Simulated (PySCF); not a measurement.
# From computed data to an observable: dipole moment from atomic charges

Al(Cl)(H)(OSiH3) (AlClH4OSi), SMILES [SiH3][O][AlH][Cl]. Atoms are numbered in the order given.

```xyz
8

Al     0.8806    -0.7410     0.0000
Cl    -0.6227    -2.2120     0.0000
H      2.3890    -1.1499     0.0000
O      0.4225     0.8849     0.0000
Si    -0.3489     2.3500     0.0000
H      0.0415     3.1220    -1.2145
H     -1.8291     2.1634     0.0000
H      0.0415     3.1220     1.2145
```
Charge 0, spin multiplicity 1.

Coordinates come from a B3LYP-D3(BJ)/def2-SVP optimisation. One conformer was computed; it need not be the lowest.

Charges (e) from ωB97X/def2-TZVP (PySCF):

| atom | IAO | Mulliken |
|---|---|---|
| Al1 | 1.058 | 0.538 |
| Cl2 | -0.375 | -0.256 |
| H3 | -0.218 | -0.096 |
| O4 | -0.918 | -0.351 |
| Si5 | 0.928 | 0.312 |
| H6 | -0.158 | -0.051 |
| H7 | -0.159 | -0.044 |
| H8 | -0.158 | -0.051 |

The dipole moment of the full density is 1.06 D.

Question: What dipole moment does each set of point charges give, and which comes closer to that of the density?

Answer: 
μ = Σ q r, and 1 e Å = 4.8032 D.
IAO: Σ q r = (0.210, 0.334, 0.000) e Å, |μ| = 1.90 D.
Mulliken: Σ q r = (0.223, 0.287, 0.000) e Å, |μ| = 1.75 D.
Mulliken comes closer in size. Point charges leave out the atoms' own dipoles (lone pairs, polarised bonds); fits to the potential absorb them, partitions of the density don't.
